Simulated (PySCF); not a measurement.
# Stretching BeN

Set-up: basis Be 3-21G, N 3-21G; no relativity; PySCF 2.14. Energies in eV from Be + N in their ground configurations at the same level. State: ⁴Σ⁻ (quartet), unpaired electrons σ ↑, π ↑↑.

```json
{"R (Å)": "1.416", "UHF": "0.1294", "r²SCAN": "-0.993"}
{"R (Å)": "1.482", "UHF": "-0.2553", "r²SCAN": "-1.391"}
{"R (Å)": "1.548", "UHF": "-0.4670", "r²SCAN": "-1.620"}
{"R (Å)": "1.598", "UHF": "-0.5402", "r²SCAN": "-1.709"}
{"R (Å)": "1.647", "UHF": "-0.5581", "r²SCAN": "-1.745"}
{"R (Å)": "1.696", "UHF": "-0.5339", "r²SCAN": "-1.739"}
{"R (Å)": "1.762", "UHF": "-0.4563", "r²SCAN": "-1.687"}
{"R (Å)": "1.845", "UHF": "-0.3196", "r²SCAN": "-1.572"}
{"R (Å)": "1.944", "UHF": "-0.1509", "r²SCAN": "-1.399"}
{"R (Å)": "2.075", "UHF": "0.0032", "r²SCAN": "-1.152"}
```

Q: Put a parabola through the three lowest points of the UHF curve and estimate Re, k and ωe (reduced mass 5.483 u; 1 eV/Å² = 0.16022 mdyn/Å; ωe = 1302.8·√(k/μ) cm⁻¹).

A: Through R = 1.598, 1.647, 1.696 Å the second-order coefficient is 8.77 eV/Å², so Re ≈ 1.643 Å, k ≈ 2.81 mdyn/Å and ωe ≈ 933 cm⁻¹. A polynomial fit of higher order to the unrounded UHF energies gives Re = 1.641 Å, k = 2.85 mdyn/Å, ωe = 939 cm⁻¹; anharmonicity and rounding make the difference.

The higher-order fit for each curve: UHF: Re = 1.641 Å, ωe = 939 cm⁻¹, De = 0.56 eV; r²SCAN: Re = 1.664 Å, ωe = 865 cm⁻¹, De = 1.75 eV.

⟨S²⟩ of the unrestricted solution departs from its pure value on part of the curve, where spin states mix. 3-21G is very small, so such numbers show the basis as much as the molecule. The state was picked by a PBE0 search and need not be the measured ground state.
